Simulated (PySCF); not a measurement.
## Calculated data, B₂H₅NSi, CH₅BNO, AlB₂H₅N, B₃H₅N and others

Computed with PySCF 2.14.0. Calculation on a computer-drawn molecule: optimised geometry and harmonic frequencies of an isolated molecule of the commonest isotopes, restricted reference for singlets and unrestricted otherwise, frozen core in MP2.

Common to all runs: method HF.

```json
{"entry": 1, "formula": "B2H5NSi", "start_structure": {"atoms_angstrom": [["B", -0.5003, 0.5108, 1.1021], ["N", -0.0204, -0.677, 0.6169], ["B", 0.8368, -0.9018, -0.465], ["Si", 1.2324, 0.4829, -1.6658], ["H", -0.238, 1.5782, 0.5596], ["H", -1.1564, 0.5547, 2.1621], ["H", -0.3322, -1.5254, 1.1418], ["H", 1.0551, -2.0553, -0.779], ["H", 2.4613, 1.3764, -1.5464]]}, "given": {"charge": 0, "multiplicity": 1, "basis": "cc-pV(D+d)Z", "drawn_bonds_atom": [1, 2, 3, 1, 1, 2, 3, 4], "drawn_bonds_other_atom": [2, 3, 4, 5, 6, 7, 8, 9], "drawn_bonds_order": [1, 1, 1, 1, 1, 1, 1, 1]}, "results": {"optimised_atom_element": ["B", "N", "B", "Si", "H", "H", "H", "H", "H"], "optimised_atom_x [angstrom]": [-0.5081, -0.005009, 0.7477, 1.117, -0.3311, -1.1, -0.163, 1.14, 2.441], "optimised_atom_y [angstrom]": [0.5384, -0.6921, -0.8626, 0.6767, 1.53, 0.6034, -1.503, -1.976, 1.029], "optimised_atom_z [angstrom]": [1.117, 0.6413, -0.5621, -1.864, 0.4543, 2.158, 1.209, -0.8189, -1.208], "modes_frequency [cm^-1]": [103.4, 231.7, 314.1, 361.6, 448.5, 555.3, 598.9, 872.8, 969.8, 976.0, 1008, 1100, 1230, 1319, 1383, 1552, 2127, 2631, 2641, 2734, 3801], "modes_reduced_mass [dalton]": [3.425, 2.211, 1.154, 1.151, 3.643, 1.576, 1.652, 1.229, 1.592, 1.299, 1.318, 1.373, 1.461, 2.811, 1.452, 1.928, 1.041, 1.078, 1.076, 1.119, 1.076], "rotational_constants [GHz]": [13.65, 3.36, 2.762], "total_energy [hartree]": -395.6599, "convergence_status_largest_gradient_component [hartree/bohr]": 3.265e-05}}
{"entry": 2, "formula": "CH5BNO", "start_structure": {"atoms_angstrom": [["B", 0.092, -0.8023, 1.7567], ["N", 1.0127, 0.0906, 2.191], ["C", 2.1596, 0.8207, 1.4929], ["O", 2.5599, 1.8067, 2.2246], ["H", 0.035, -1.0482, 0.6069], ["H", -0.8324, -1.2139, 2.4842], ["H", 1.0694, 0.3728, 3.157], ["H", 2.8732, -0.0486, 1.3193], ["H", 1.6944, 1.1103, 0.5135]]}, "given": {"charge": -1, "multiplicity": 1, "basis": "aug-cc-pVDZ", "drawn_bonds_atom": [1, 2, 3, 1, 1, 2, 3, 3], "drawn_bonds_other_atom": [2, 3, 4, 5, 6, 7, 8, 9], "drawn_bonds_order": [1, 1, 1, 1, 1, 1, 1, 1]}, "results": {"optimised_atom_element": ["B", "N", "C", "O", "H", "H", "H", "H", "H"], "optimised_atom_x [angstrom]": [0.05285, 1.005, 2.141, 2.614, 0.02981, -0.7893, 1.017, 2.883, 1.71], "optimised_atom_y [angstrom]": [-0.7655, 0.09563, 0.8031, 1.794, -1.086, -1.227, 0.3831, -0.0005027, 1.091], "optimised_atom_z [angstrom]": [1.748, 2.22, 1.505, 2.224, 0.5789, 2.493, 3.177, 1.281, 0.5187], "modes_frequency [cm^-1]": [20.24, 305.5, 402.6, 512.9, 836.0, 869.6, 1064, 1076, 1211, 1223, 1299, 1331, 1384, 1516, 1557, 1634, 2536, 2569, 2828, 2892, 3818], "modes_reduced_mass [dalton]": [2.407, 2.44, 1.478, 4.415, 1.929, 1.123, 1.37, 2.251, 1.646, 1.28, 2.777, 1.064, 1.549, 1.178, 2.375, 1.312, 1.074, 1.108, 1.099, 1.05, 1.076], "rotational_constants [GHz]": [35.8, 4.43, 4.072], "total_energy [hartree]": -194.7958, "convergence_status_largest_gradient_component [hartree/bohr]": 3.135e-05}}
{"entry": 3, "formula": "AlB2H5N", "start_structure": {"atoms_angstrom": [["B", -0.0007, -1.6138, 0.1499], ["N", 1.1911, -0.884, 0.3015], ["B", 1.4904, 0.1751, 1.2202], ["Al", -0.1713, 0.7283, 2.091], ["H", -0.9197, -1.3031, 0.7429], ["H", -0.0421, -2.4959, -0.6456], ["H", 1.9406, -1.0809, -0.3603], ["H", 2.4687, 0.8761, 1.047], ["H", -1.5488, 1.0735, 2.9136]]}, "given": {"charge": 0, "multiplicity": 2, "basis": "cc-pV(D+d)Z", "drawn_bonds_atom": [1, 2, 3, 1, 1, 2, 3, 4], "drawn_bonds_other_atom": [2, 3, 4, 5, 6, 7, 8, 9], "drawn_bonds_order": [1, 1, 1, 1, 1, 1, 1, 1]}, "results": {"optimised_atom_element": ["B", "N", "B", "Al", "H", "H", "H", "H", "H"], "optimised_atom_x [angstrom]": [0.0257, 1.188, 1.269, -0.4976, -1.032, 0.0858, 2.046, 2.369, -1.045], "optimised_atom_y [angstrom]": [-1.652, -0.8967, 0.3003, 1.232, -1.275, -2.655, -1.245, 0.7856, 0.8813], "optimised_atom_z [angstrom]": [0.009853, 0.2789, 1.061, 1.889, 0.4469, -0.6447, -0.1073, 1.18, 3.347], "modes_frequency [cm^-1]": [111.3, 219.7, 245.7, 341.0, 432.5, 495.0, 560.0, 797.4, 965.7, 967.5, 1013, 1100, 1229, 1297, 1383, 1552, 1910, 2632, 2646, 2730, 3791], "modes_reduced_mass [dalton]": [2.999, 1.857, 1.415, 1.106, 4.028, 1.087, 3.417, 1.304, 1.614, 1.213, 1.325, 1.374, 1.442, 2.649, 1.452, 1.892, 1.045, 1.085, 1.068, 1.121, 1.076], "rotational_constants [GHz]": [13.26, 3.198, 2.622], "total_energy [hartree]": -348.6625, "spin_squared": 0.768, "convergence_status_largest_gradient_component [hartree/bohr]": 3.311e-05}}
{"entry": 4, "formula": "B3H5N", "start_structure": {"atoms_angstrom": [["B", -2.2835, -1.3471, 1.2404], ["B", -0.6845, -1.4467, 1.1842], ["N", 0.6363, -1.4455, 1.1264], ["B", 1.5195, -0.3562, 0.6615], ["H", -2.8376, -0.3624, 0.9621], ["H", -3.006, -2.2214, 1.6338], ["H", 1.1316, -2.2589, 1.4424], ["H", 2.6433, -0.5155, 0.6258], ["H", 0.9271, 0.6498, 0.2939]]}, "given": {"charge": 1, "multiplicity": 1, "basis": "cc-pVDZ", "drawn_bonds_atom": [1, 2, 3, 1, 1, 3, 4, 4], "drawn_bonds_other_atom": [2, 3, 4, 5, 6, 7, 8, 9], "drawn_bonds_order": [1, 1, 1, 1, 1, 1, 1, 1]}, "results": {"optimised_atom_element": ["B", "B", "N", "B", "H", "H", "H", "H", "H"], "optimised_atom_x [angstrom]": [-2.347, -0.6378, 0.6847, 1.469, -2.832, -2.966, 1.178, 2.647, 0.8501], "optimised_atom_y [angstrom]": [-1.304, -1.44, -1.508, -0.3479, -0.2824, -2.237, -2.341, -0.4555, 0.612], "optimised_atom_z [angstrom]": [1.253, 1.201, 1.146, 0.6518, 0.8904, 1.65, 1.436, 0.6209, 0.3207], "modes_frequency [cm^-1]": [131.5, 162.7, 256.4, 351.7, 396.2, 661.7, 777.5, 786.5, 957.2, 977.3, 1058, 1092, 1231, 1302, 1344, 1715, 2756, 2761, 2878, 2898, 3725], "modes_reduced_mass [dalton]": [2.526, 1.151, 1.381, 2.366, 2.358, 3.96, 1.146, 1.563, 1.472, 1.41, 3.217, 1.352, 1.12, 1.191, 1.228, 9.179, 1.046, 1.048, 1.133, 1.138, 1.077], "rotational_constants [GHz]": [32.02, 4.03, 3.579], "total_energy [hartree]": -131.1745, "convergence_status_largest_gradient_component [hartree/bohr]": 1.589e-05}}
{"entry": 5, "formula": "CH6AlBN", "start_structure": {"atoms_angstrom": [["B", -2.4523, 1.5016, 2.0854], ["C", -2.0995, 0.4438, 1.1291], ["Al", -0.053, -0.1667, 0.9034], ["N", 0.7363, -1.2863, -0.0716], ["H", -2.7622, 1.2053, 3.2208], ["H", -2.5265, 2.5939, 1.825], ["H", -2.2335, 0.6594, 0.0056], ["H", -2.4594, -0.5109, 1.4107], ["H", 1.7302, -1.5424, -0.0855], ["H", 0.3629, -1.889, -0.7785]]}, "given": {"charge": 0, "multiplicity": 2, "basis": "cc-pV(D+d)Z", "drawn_bonds_atom": [1, 2, 3, 1, 1, 2, 2, 4, 4], "drawn_bonds_other_atom": [2, 3, 4, 5, 6, 7, 8, 9, 10], "drawn_bonds_order": [1, 1, 1, 1, 1, 1, 1, 1, 1]}, "results": {"optimised_atom_element": ["B", "C", "Al", "N", "H", "H", "H", "H", "H", "H"], "optimised_atom_x [angstrom]": [-1.852, -2.474, -1.03, 0.576, -1.874, -1.262, -2.761, -3.282, 1.354, 0.8476], "optimised_atom_y [angstrom]": [1.202, 0.02954, -1.334, -0.7741, 1.237, 2.081, 0.2568, -0.5034, -1.371, 0.1851], "optimised_atom_z [angstrom]": [1.792, 1.021, 0.7254, 0.2386, 2.997, 1.215, -0.01392, 1.529, 0.02517, 0.1151], "modes_frequency [cm^-1]": [55.68, 143.2, 224.8, 296.2, 391.3, 471.5, 537.6, 679.0, 703.9, 824.4, 852.9, 945.5, 1055, 1108, 1164, 1334, 1531, 1673, 2637, 2694, 3157, 3237, 3764, 3850], "modes_reduced_mass [dalton]": [2.426, 2.936, 1.902, 1.466, 1.093, 1.22, 4.019, 1.239, 1.104, 2.903, 1.473, 1.213, 2.466, 1.538, 1.296, 1.269, 1.17, 1.11, 1.054, 1.126, 1.062, 1.099, 1.052, 1.093], "rotational_constants [GHz]": [10.7, 3.74, 2.982], "total_energy [hartree]": -362.4239, "spin_squared": 0.7543, "convergence_status_largest_gradient_component [hartree/bohr]": 8.021e-06}}
```
